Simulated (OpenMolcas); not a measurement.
**4d2 along the 38-electron sequence**

```yaml
Program: OpenMolcas
Method: SS-CASPT2, IPEA 0.25 Eh, imaginary shift 0.1 Eh
Basis: ANO-RCC-VQZP
Scalar_Hamiltonian: DKH2, point nucleus
Spin-orbit_coupling: state interaction with AMFI integrals over the reference wave functions, term energies averaged over their components
```

Active space for each ion: 2 electrons in 5 orbitals (4d); closed shells correlated by CASPT2: 4s 4p.

Computed levels in cm-1 above 3F2:

```
                               Level   Mo4+   Tc5+   Ru6+   Rh7+
                                 3F3   1503   2010   2630   3370
                                 3F4   3200   4230   5490   6940
                                 1D2   9830  11530  13430  15140
                                 3P0  11750  13160  14800  16250
                                 3P1  12370  14000  15950  17770
                                 3P2  13710  15920  18590  21260
                                 1G4  16530  19170  21730  24290
                                 1S0  37790  43380  48990  54300
weight of 3F in the lowest level (%)     98     98     97     97
```

Mixed levels, with the weight of the term that names them: Rh7+ 1D2 (71 %), Rh7+ 3P2 (74 %).

Measured, with the error of the calculation in %. Measured levels: Mo4+ from Sugar and Musgrove, J. Phys. Chem. Ref. Data 17, 155 (1988).

```json
{"Level": "3F3", "Mo4+": "1578 (-4.8)"}
{"Level": "3F4", "Mo4+": "3357 (-4.6)"}
{"Level": "1D2", "Mo4+": "10190 (-3.6)"}
{"Level": "3P0", "Mo4+": "11161 (+5.3)"}
{"Level": "3P1", "Mo4+": "11807 (+4.7)"}
{"Level": "3P2", "Mo4+": "13408 (+2.3)"}
{"Level": "1G4", "Mo4+": "16354 (+1.1)"}
{"Level": "1S0", "Mo4+": "37738 (+0.1)"}
```

The fine-structure level 3F4 changes by a factor of 2.17 from Mo4+ to Rh7+. Its fourth root runs 7.52, 8.06, 8.61, 9.13, with steps per unit of Z of 0.54, 0.54, 0.52; equal steps would mean a (Z - σ)^4 law with constant σ.

1D2 changes by a factor of 1.54 over the same range, with steps per unit of Z of +1700, +1900, +1710 cm-1.

CASPT2 breaks the degeneracy within a term, and the mean is taken; among the terms shown or strongly mixed into the levels shown the widest spread is 630 cm-1 (4d2 1G, Ru6+). Computed and measured levels are paired by configuration, term and J; levels that our copy of the source lacks, or whose pairing is in doubt (as where it misses far off the trend of its configuration), stay unpaired and out of the deviations. Levels of configurations outside the active space are missing.
